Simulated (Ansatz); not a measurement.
Cost and result for the atomization energy of `N[SiH](S)CCl` (11 atoms, 10 bonds).

```xyz
11

N    -0.468   -1.610    0.188
Si   -0.616    0.081    0.379
S    -1.701    1.177   -1.108
C     1.143    0.744    0.469
Cl    2.012    0.315   -1.038
H     0.221   -1.953   -0.465
H    -1.296   -2.185    0.169
H    -1.362    0.377    1.627
H    -0.800    0.925   -2.075
H     1.699    0.300    1.296
H     1.168    1.829    0.559
```

Total charge 0; spin multiplicity 1. Geometry: relaxed with PBE0-D4/def2-TZVP. It is one conformer, not always the lowest. Program: Ansatz. All runs use 4 threads of an Arm Neoverse V2 on a shared host. Times are those of one run each, without the atoms' runs, and a repeat can differ threefold. Electronic energies, without spin–orbit coupling; frozen cores. CCSD(T)/CBS adds CCSD(T) − MP2 in def2-TZVPP to the MP2 limit, and its time is that of the two runs behind it. T1 = 0.010. B3LYP takes the VWN-RPA correlation (the form of Gaussian; ORCA's B3LYP/G).

CCSD(T)/CBS is a level of theory with its own doubt, some kJ/mol a heavy atom from the limit and from the frozen cores, so smaller differences don't rank the functionals.

| level | functions | wall time | atomization (kcal/mol) | difference from CCSD(T)/CBS | per bond |
| --- | --- | --- | --- | --- | --- |
| PBE-D4/def2-TZVPP (with forces) | 272 | 2.8 s | 900.1 | 12.6 | 1.3 |
| PBE0-D4/def2-TZVPP | 272 | 4.4 s | 886.6 | -0.9 | -0.1 |
| r2SCAN-D4/def2-TZVPP (with forces) | 272 | 6 s | 886.8 | -0.7 | -0.1 |
| B3LYP-D4/def2-TZVPP (with forces) | 272 | 6.5 s | 884.6 | -2.9 | -0.3 |
| B2PLYP/def2-TZVPP | 272 | 7 s | 872.2 | -15.3 | -1.5 |
| ωB97X-V/def2-TZVPP | 272 | 9.5 s | 892.3 | 4.8 | 0.5 |
| ωB97M-V/def2-TZVPP (with forces) | 272 | 15 s | 892.5 | 5.0 | 0.5 |
| MP2/def2-QZVPP | 504 | 32 s | 887.5 | 0.0 | 0.0 |
| CCSD(T)/def2-TZVPP | 272 | 3 min | 858.7 | -28.8 | -2.9 |
| CCSD(T)/CBS(def2) | – | 3.5 min | 887.5 | 0.0 | 0.0 |

The D4 term adds +11.8 kcal/mol with B3LYP and +6.3 kcal/mol with PBE0; it sums over pairs of atoms, weighted by their polarisabilities, and B3LYP, whose exchange is more repulsive, gets the larger term. In def2-TZVPP, CCSD(T) changes the Hartree–Fock value by +230.9 kcal/mol (the triples alone add +14.3 kcal/mol) and MP2 by +242.6 kcal/mol; breaking electron pairs costs correlation energy, which Hartree–Fock lacks. From PBE to PBE0 (25 % exact exchange), in def2-TZVPP and without D4, the atomization energy moves by −12.5 kcal/mol: exact exchange takes away binding that semilocal exchange gives to molecules.
